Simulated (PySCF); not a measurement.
C5H13AlF3N.
Structure used (PBE0-D3(BJ)/def2-SVP), in Å, numbered top down from 1:
```
atom  x, y, z in Å
C1    -1.197    1.381   -0.751
N2    -1.199    0.042   -0.151
C3    -2.410   -0.151    0.658
C4    -1.114   -0.993   -1.188
Al5    0.412   -0.145    1.149
C6     1.969    0.308   -0.040
C7     3.243   -0.323    0.410
F8     4.336    0.162   -0.206
F9     3.248   -1.649    0.197
F10    3.446   -0.141    1.730
H11   -2.083    1.525   -1.394
H12   -1.200    2.138    0.045
H13   -0.292    1.513   -1.358
H14   -3.315   -0.081    0.029
H15   -2.450    0.616    1.443
H16   -2.374   -1.138    1.137
H17   -1.988   -0.947   -1.861
H18   -0.201   -0.851   -1.780
H19   -1.071   -1.982   -0.712
H20    0.220   -1.681    1.563
H21    0.024    1.004    2.201
H22    2.121    1.400   -0.026
H23    1.824    0.018   -1.094
```

Level of theory: PySCF 2.14.0, PBE0-D3(BJ)/def2-SVP geometry optimisation, gas phase.

(1) Which atoms are bound to Al5, and at what distances?

(2) List the angles at Al5.

(3) What is the shape at Al5?

(4) What are the other bond lengths?

(5) Give some angles away from the centre.

(6) What are the rotational constants (commonest isotopes, rigid rotor)?

Answers

(1) 4 atoms: H20 1.603 Å, H21 1.605 Å, C6 2.011 Å, N2 2.079 Å. The nearest atom not counted as bound is H22, at 2.59 Å.

(2) 
```tsv
angle	degrees	distance of the outer atoms (Å)
H20–Al5–H21	119.2	2.77
C6–Al5–H20	117.5	3.10
C6–Al5–H21	114.4	3.05
N2–Al5–C6	102.1	3.18
N2–Al5–H21	99.1	2.82
N2–Al5–H20	98.9	2.81
```

(3) Distorted tetrahedral: angles from 98.9° to 119.2°; τ4 = (360° − α − β)/141° = 0.87 with α and β the two widest (0 for a square, 1 for a tetrahedron).

(4) C1–N2, N2–C3, N2–C4 1.468 Å; C6–C7 1.491 Å; C7–F8, C7–F9, C7–F10 1.346 Å. (A selection.)

(5) C1–N2–C3 110.3°, C1–N2–C4 110.8°, C1–N2–Al5 109.7°, C3–N2–Al5 106.4°, Al5–C6–C7 112.8°, C6–C7–F8 113.8°, C6–C7–F9 111.9°, F8–C7–F9 106.3°, F9–C7–F10 106.7°.

(6) A = 2244, B = 499.8, C = 488.9 MHz: a near-prolate asymmetric top.

Point group: C1 (no symmetry element, even within 0.4 Å). Charge 0, singlet. No frequency check.

Hardware: an Arm Neoverse V1 with one thread, shared host with 64 logical CPUs at a one-minute load of 15. Cost: 6.7 min of wall time, 1.0 GiB resident at most. This is the geometry optimisation.

One conformer stands for the species.
